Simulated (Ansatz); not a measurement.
Molecule: CuCl2 (charge 0, doublet). The spin state was set by rule; other spins were not relaxed. 
Geometry from a B3LYP-D3(BJ)/def2-TZVP (Ansatz, an electronic-structure program) optimisation:
SMILES: [Cu]([Cl])[Cl]
```xyz
3

Cu     0.0000     0.0000     0.0000
Cl     0.0000     0.0000     2.0797
Cl     0.0000     0.0000    -2.0797
```
Charge 0, spin multiplicity 2.

Give the harmonic wavenumbers at B3LYP-D3(BJ)/def2-TZVP (Ansatz, finite differences of forces, unscaled).

61, 112, 331, 474 cm⁻¹. Zero-point energy 1.4 kcal/mol.

From these and the geometry, give the ideal-gas thermochemistry at 298.15 K and 1 atm (rigid rotor, harmonic oscillator).

Point group D∞h, rotational symmetry number 2. Rotational constants 1.648, 1.648 GHz. S(trans) 40.60, S(rot) 16.97, S(vib) 9.64, S(elec, spin only) 1.38, S 68.6 cal/(mol K). H(298) - H(0) 3.42 kcal/mol; G - E(el) -15.6 kcal/mol.
